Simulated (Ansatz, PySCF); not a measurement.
Potential energy curve for Si(Me)(Cl)3, SMILES C[Si](Cl)(Cl)Cl. The Si2–Cl8 bond (Si2 also carries C, Cl, Cl; Cl8 carries nothing else) is stretched with both fragments frozen at the PBE0/def2-TZVP optimised geometry.

Computed with: UKS-PBE0 = unrestricted PBE0/cc-pVDZ (Ansatz, an electronic-structure program); RKS-PBE0 = restricted PBE0/cc-pVDZ run with Ansatz; UKS-B3LYP = Ansatz with unrestricted B3LYP/cc-pVDZ; RKS-B3LYP = Ansatz with restricted B3LYP/cc-pVDZ; UKS-PBE = Ansatz with unrestricted PBE/cc-pVDZ; RKS-PBE = restricted PBE/cc-pVDZ run with Ansatz; UKS-B3LYP/6-31G* = unrestricted B3LYP/6-31G*, spherical d run with PySCF; RKS-B3LYP/6-31G* = restricted B3LYP/6-31G*, spherical d run with PySCF 2.14.0; UKS-B3LYP/6-311+G** = unrestricted B3LYP/6-311+G**, spherical d (PySCF); RKS-B3LYP/6-311+G** = PySCF with restricted B3LYP/6-311+G**, spherical d; UKS-B3LYP/LANL2DZ = PySCF 2.14.0 with unrestricted B3LYP/LANL2DZ, with its core potentials past Ne; RKS-B3LYP/LANL2DZ = restricted B3LYP/LANL2DZ, with its core potentials past Ne in PySCF 2.14.0.

Scanned distances (Å): 1.67, 1.79, 1.93, 1.96, 2.04, 2.09, 2.19, 2.29, 2.49, 2.72, 3.01, 3.31, 3.75, 4.25, 4.96, 5.92.

**Question.** Where does the unrestricted solution first break spin symmetry (<S²> of 0.01 or more)?

**Answer.** UKS-PBE0: between 3.01 and 3.31 Å; UKS-B3LYP: between 3.31 and 3.75 Å; UKS-PBE: between 3.31 and 3.75 Å; UKS-B3LYP/6-31G*: between 3.31 and 3.75 Å; UKS-B3LYP/6-311+G**: between 3.31 and 3.75 Å; UKS-B3LYP/LANL2DZ: between 3.01 and 3.31 Å.

```json
[
 {"R / Å": "1.67", "<S²> UKS-PBE0": "0.00", "E(RKS-PBE0) − E(UKS-PBE0) / kJ/mol": "0.0", "<S²> UKS-B3LYP": "0.00", "E(RKS-B3LYP) − E(UKS-B3LYP) / kJ/mol": "0.0", "<S²> UKS-PBE": "0.00", "E(RKS-PBE) − E(UKS-PBE) / kJ/mol": "0.0", "<S²> UKS-B3LYP/6-31G*": "0.00", "E(RKS-B3LYP/6-31G*) − E(UKS-B3LYP/6-31G*) / kJ/mol": "0.0", "<S²> UKS-B3LYP/6-311+G**": "0.00", "E(RKS-B3LYP/6-311+G**) − E(UKS-B3LYP/6-311+G**) / kJ/mol": "0.0", "<S²> UKS-B3LYP/LANL2DZ": "0.00", "E(RKS-B3LYP/LANL2DZ) − E(UKS-B3LYP/LANL2DZ) / kJ/mol": "0.0"},
 {"R / Å": "1.79", "<S²> UKS-PBE0": "0.00", "E(RKS-PBE0) − E(UKS-PBE0) / kJ/mol": "0.0", "<S²> UKS-B3LYP": "0.00", "E(RKS-B3LYP) − E(UKS-B3LYP) / kJ/mol": "0.0", "<S²> UKS-PBE": "0.00", "E(RKS-PBE) − E(UKS-PBE) / kJ/mol": "0.0", "<S²> UKS-B3LYP/6-31G*": "0.00", "E(RKS-B3LYP/6-31G*) − E(UKS-B3LYP/6-31G*) / kJ/mol": "0.0", "<S²> UKS-B3LYP/6-311+G**": "0.00", "E(RKS-B3LYP/6-311+G**) − E(UKS-B3LYP/6-311+G**) / kJ/mol": "0.0", "<S²> UKS-B3LYP/LANL2DZ": "0.00", "E(RKS-B3LYP/LANL2DZ) − E(UKS-B3LYP/LANL2DZ) / kJ/mol": "0.0"},
 {"R / Å": "1.93", "<S²> UKS-PBE0": "0.00", "E(RKS-PBE0) − E(UKS-PBE0) / kJ/mol": "0.0", "<S²> UKS-B3LYP": "0.00", "E(RKS-B3LYP) − E(UKS-B3LYP) / kJ/mol": "0.0", "<S²> UKS-PBE": "0.00", "E(RKS-PBE) − E(UKS-PBE) / kJ/mol": "0.0", "<S²> UKS-B3LYP/6-31G*": "0.00", "E(RKS-B3LYP/6-31G*) − E(UKS-B3LYP/6-31G*) / kJ/mol": "0.0", "<S²> UKS-B3LYP/6-311+G**": "0.00", "E(RKS-B3LYP/6-311+G**) − E(UKS-B3LYP/6-311+G**) / kJ/mol": "0.0", "<S²> UKS-B3LYP/LANL2DZ": "0.00", "E(RKS-B3LYP/LANL2DZ) − E(UKS-B3LYP/LANL2DZ) / kJ/mol": "0.0"},
 {"R / Å": "1.96", "<S²> UKS-PBE0": "0.00", "E(RKS-PBE0) − E(UKS-PBE0) / kJ/mol": "0.0", "<S²> UKS-B3LYP": "0.00", "E(RKS-B3LYP) − E(UKS-B3LYP) / kJ/mol": "0.0", "<S²> UKS-PBE": "0.00", "E(RKS-PBE) − E(UKS-PBE) / kJ/mol": "0.0", "<S²> UKS-B3LYP/6-31G*": "0.00", "E(RKS-B3LYP/6-31G*) − E(UKS-B3LYP/6-31G*) / kJ/mol": "0.0", "<S²> UKS-B3LYP/6-311+G**": "0.00", "E(RKS-B3LYP/6-311+G**) − E(UKS-B3LYP/6-311+G**) / kJ/mol": "0.0", "<S²> UKS-B3LYP/LANL2DZ": "0.00", "E(RKS-B3LYP/LANL2DZ) − E(UKS-B3LYP/LANL2DZ) / kJ/mol": "0.0"},
 {"R / Å": "2.04", "<S²> UKS-PBE0": "0.00", "E(RKS-PBE0) − E(UKS-PBE0) / kJ/mol": "0.0", "<S²> UKS-B3LYP": "0.00", "E(RKS-B3LYP) − E(UKS-B3LYP) / kJ/mol": "0.0", "<S²> UKS-PBE": "0.00", "E(RKS-PBE) − E(UKS-PBE) / kJ/mol": "0.0", "<S²> UKS-B3LYP/6-31G*": "0.00", "E(RKS-B3LYP/6-31G*) − E(UKS-B3LYP/6-31G*) / kJ/mol": "0.0", "<S²> UKS-B3LYP/6-311+G**": "0.00", "E(RKS-B3LYP/6-311+G**) − E(UKS-B3LYP/6-311+G**) / kJ/mol": "0.0", "<S²> UKS-B3LYP/LANL2DZ": "0.00", "E(RKS-B3LYP/LANL2DZ) − E(UKS-B3LYP/LANL2DZ) / kJ/mol": "0.0"},
 {"R / Å": "2.09", "<S²> UKS-PBE0": "0.00", "E(RKS-PBE0) − E(UKS-PBE0) / kJ/mol": "0.0", "<S²> UKS-B3LYP": "0.00", "E(RKS-B3LYP) − E(UKS-B3LYP) / kJ/mol": "0.0", "<S²> UKS-PBE": "0.00", "E(RKS-PBE) − E(UKS-PBE) / kJ/mol": "0.0", "<S²> UKS-B3LYP/6-31G*": "0.00", "E(RKS-B3LYP/6-31G*) − E(UKS-B3LYP/6-31G*) / kJ/mol": "0.0", "<S²> UKS-B3LYP/6-311+G**": "0.00", "E(RKS-B3LYP/6-311+G**) − E(UKS-B3LYP/6-311+G**) / kJ/mol": "0.0", "<S²> UKS-B3LYP/LANL2DZ": "0.00", "E(RKS-B3LYP/LANL2DZ) − E(UKS-B3LYP/LANL2DZ) / kJ/mol": "0.0"},
 {"R / Å": "2.19", "<S²> UKS-PBE0": "0.00", "E(RKS-PBE0) − E(UKS-PBE0) / kJ/mol": "0.0", "<S²> UKS-B3LYP": "0.00", "E(RKS-B3LYP) − E(UKS-B3LYP) / kJ/mol": "0.0", "<S²> UKS-PBE": "0.00", "E(RKS-PBE) − E(UKS-PBE) / kJ/mol": "0.0", "<S²> UKS-B3LYP/6-31G*": "0.00", "E(RKS-B3LYP/6-31G*) − E(UKS-B3LYP/6-31G*) / kJ/mol": "0.0", "<S²> UKS-B3LYP/6-311+G**": "0.00", "E(RKS-B3LYP/6-311+G**) − E(UKS-B3LYP/6-311+G**) / kJ/mol": "0.0", "<S²> UKS-B3LYP/LANL2DZ": "0.00", "E(RKS-B3LYP/LANL2DZ) − E(UKS-B3LYP/LANL2DZ) / kJ/mol": "0.0"},
 {"R / Å": "2.29", "<S²> UKS-PBE0": "0.00", "E(RKS-PBE0) − E(UKS-PBE0) / kJ/mol": "0.0", "<S²> UKS-B3LYP": "0.00", "E(RKS-B3LYP) − E(UKS-B3LYP) / kJ/mol": "0.0", "<S²> UKS-PBE": "0.00", "E(RKS-PBE) − E(UKS-PBE) / kJ/mol": "0.0", "<S²> UKS-B3LYP/6-31G*": "0.00", "E(RKS-B3LYP/6-31G*) − E(UKS-B3LYP/6-31G*) / kJ/mol": "0.0", "<S²> UKS-B3LYP/6-311+G**": "0.00", "E(RKS-B3LYP/6-311+G**) − E(UKS-B3LYP/6-311+G**) / kJ/mol": "0.0", "<S²> UKS-B3LYP/LANL2DZ": "0.00", "E(RKS-B3LYP/LANL2DZ) − E(UKS-B3LYP/LANL2DZ) / kJ/mol": "0.0"},
 {"R / Å": "2.49", "<S²> UKS-PBE0": "0.00", "E(RKS-PBE0) − E(UKS-PBE0) / kJ/mol": "0.0", "<S²> UKS-B3LYP": "0.00", "E(RKS-B3LYP) − E(UKS-B3LYP) / kJ/mol": "0.0", "<S²> UKS-PBE": "0.00", "E(RKS-PBE) − E(UKS-PBE) / kJ/mol": "0.0", "<S²> UKS-B3LYP/6-31G*": "0.00", "E(RKS-B3LYP/6-31G*) − E(UKS-B3LYP/6-31G*) / kJ/mol": "0.0", "<S²> UKS-B3LYP/6-311+G**": "0.00", "E(RKS-B3LYP/6-311+G**) − E(UKS-B3LYP/6-311+G**) / kJ/mol": "0.0", "<S²> UKS-B3LYP/LANL2DZ": "0.00", "E(RKS-B3LYP/LANL2DZ) − E(UKS-B3LYP/LANL2DZ) / kJ/mol": "0.0"},
 {"R / Å": "2.72", "<S²> UKS-PBE0": "0.00", "E(RKS-PBE0) − E(UKS-PBE0) / kJ/mol": "0.0", "<S²> UKS-B3LYP": "0.00", "E(RKS-B3LYP) − E(UKS-B3LYP) / kJ/mol": "0.0", "<S²> UKS-PBE": "0.00", "E(RKS-PBE) − E(UKS-PBE) / kJ/mol": "0.0", "<S²> UKS-B3LYP/6-31G*": "0.00", "E(RKS-B3LYP/6-31G*) − E(UKS-B3LYP/6-31G*) / kJ/mol": "0.0", "<S²> UKS-B3LYP/6-311+G**": "0.00", "E(RKS-B3LYP/6-311+G**) − E(UKS-B3LYP/6-311+G**) / kJ/mol": "0.0", "<S²> UKS-B3LYP/LANL2DZ": "0.00", "E(RKS-B3LYP/LANL2DZ) − E(UKS-B3LYP/LANL2DZ) / kJ/mol": "0.0"},
 {"R / Å": "3.01", "<S²> UKS-PBE0": "0.00", "E(RKS-PBE0) − E(UKS-PBE0) / kJ/mol": "0.0", "<S²> UKS-B3LYP": "0.00", "E(RKS-B3LYP) − E(UKS-B3LYP) / kJ/mol": "0.0", "<S²> UKS-PBE": "0.00", "E(RKS-PBE) − E(UKS-PBE) / kJ/mol": "0.0", "<S²> UKS-B3LYP/6-31G*": "0.00", "E(RKS-B3LYP/6-31G*) − E(UKS-B3LYP/6-31G*) / kJ/mol": "0.0", "<S²> UKS-B3LYP/6-311+G**": "0.00", "E(RKS-B3LYP/6-311+G**) − E(UKS-B3LYP/6-311+G**) / kJ/mol": "0.0", "<S²> UKS-B3LYP/LANL2DZ": "0.00", "E(RKS-B3LYP/LANL2DZ) − E(UKS-B3LYP/LANL2DZ) / kJ/mol": "0.0"},
 {"R / Å": "3.31", "<S²> UKS-PBE0": "0.10", "E(RKS-PBE0) − E(UKS-PBE0) / kJ/mol": "0.5", "<S²> UKS-B3LYP": "0.00", "E(RKS-B3LYP) − E(UKS-B3LYP) / kJ/mol": "0.0", "<S²> UKS-PBE": "0.00", "E(RKS-PBE) − E(UKS-PBE) / kJ/mol": "0.0", "<S²> UKS-B3LYP/6-31G*": "0.00", "E(RKS-B3LYP/6-31G*) − E(UKS-B3LYP/6-31G*) / kJ/mol": "0.0", "<S²> UKS-B3LYP/6-311+G**": "0.00", "E(RKS-B3LYP/6-311+G**) − E(UKS-B3LYP/6-311+G**) / kJ/mol": "0.0", "<S²> UKS-B3LYP/LANL2DZ": "0.14", "E(RKS-B3LYP/LANL2DZ) − E(UKS-B3LYP/LANL2DZ) / kJ/mol": "0.9"},
 {"R / Å": "3.75", "<S²> UKS-PBE0": "0.51", "E(RKS-PBE0) − E(UKS-PBE0) / kJ/mol": "18.8", "<S²> UKS-B3LYP": "0.44", "E(RKS-B3LYP) − E(UKS-B3LYP) / kJ/mol": "12.5", "<S²> UKS-PBE": "0.25", "E(RKS-PBE) − E(UKS-PBE) / kJ/mol": "2.2", "<S²> UKS-B3LYP/6-31G*": "0.44", "E(RKS-B3LYP/6-31G*) − E(UKS-B3LYP/6-31G*) / kJ/mol": "12.1", "<S²> UKS-B3LYP/6-311+G**": "0.41", "E(RKS-B3LYP/6-311+G**) − E(UKS-B3LYP/6-311+G**) / kJ/mol": "10.3", "<S²> UKS-B3LYP/LANL2DZ": "0.54", "E(RKS-B3LYP/LANL2DZ) − E(UKS-B3LYP/LANL2DZ) / kJ/mol": "19.8"},
 {"R / Å": "4.25", "<S²> UKS-PBE0": "0.71", "E(RKS-PBE0) − E(UKS-PBE0) / kJ/mol": "46.0", "<S²> UKS-B3LYP": "0.66", "E(RKS-B3LYP) − E(UKS-B3LYP) / kJ/mol": "35.2", "<S²> UKS-PBE": "0.54", "E(RKS-PBE) − E(UKS-PBE) / kJ/mol": "15.3", "<S²> UKS-B3LYP/6-31G*": "0.65", "E(RKS-B3LYP/6-31G*) − E(UKS-B3LYP/6-31G*) / kJ/mol": "34.2", "<S²> UKS-B3LYP/6-311+G**": "0.63", "E(RKS-B3LYP/6-311+G**) − E(UKS-B3LYP/6-311+G**) / kJ/mol": "30.5", "<S²> UKS-B3LYP/LANL2DZ": "0.74", "E(RKS-B3LYP/LANL2DZ) − E(UKS-B3LYP/LANL2DZ) / kJ/mol": "45.8"},
 {"R / Å": "4.96", "<S²> UKS-PBE0": "0.84", "E(RKS-PBE0) − E(UKS-PBE0) / kJ/mol": "75.4", "<S²> UKS-B3LYP": "0.78", "E(RKS-B3LYP) − E(UKS-B3LYP) / kJ/mol": "60.0", "<S²> UKS-PBE": "0.69", "E(RKS-PBE) − E(UKS-PBE) / kJ/mol": "30.9", "<S²> UKS-B3LYP/6-31G*": "0.78", "E(RKS-B3LYP/6-31G*) − E(UKS-B3LYP/6-31G*) / kJ/mol": "58.4", "<S²> UKS-B3LYP/6-311+G**": "0.76", "E(RKS-B3LYP/6-311+G**) − E(UKS-B3LYP/6-311+G**) / kJ/mol": "52.8", "<S²> UKS-B3LYP/LANL2DZ": "0.85", "E(RKS-B3LYP/LANL2DZ) − E(UKS-B3LYP/LANL2DZ) / kJ/mol": "72.6"},
 {"R / Å": "5.92", "<S²> UKS-PBE0": "0.91", "E(RKS-PBE0) − E(UKS-PBE0) / kJ/mol": "97.2", "<S²> UKS-B3LYP": "0.85", "E(RKS-B3LYP) − E(UKS-B3LYP) / kJ/mol": "78.1", "<S²> UKS-PBE": "0.75", "E(RKS-PBE) − E(UKS-PBE) / kJ/mol": "41.2", "<S²> UKS-B3LYP/6-31G*": "0.84", "E(RKS-B3LYP/6-31G*) − E(UKS-B3LYP/6-31G*) / kJ/mol": "76.5", "<S²> UKS-B3LYP/6-311+G**": "0.04", "E(RKS-B3LYP/6-311+G**) − E(UKS-B3LYP/6-311+G**) / kJ/mol": "—", "<S²> UKS-B3LYP/LANL2DZ": "0.91", "E(RKS-B3LYP/LANL2DZ) − E(UKS-B3LYP/LANL2DZ) / kJ/mol": "91.4"}
]
```

Dashes: no converged value, or the column stops at the first point that the program doubted or that broke a chosen test of continuity, which isn't proof of a fault.
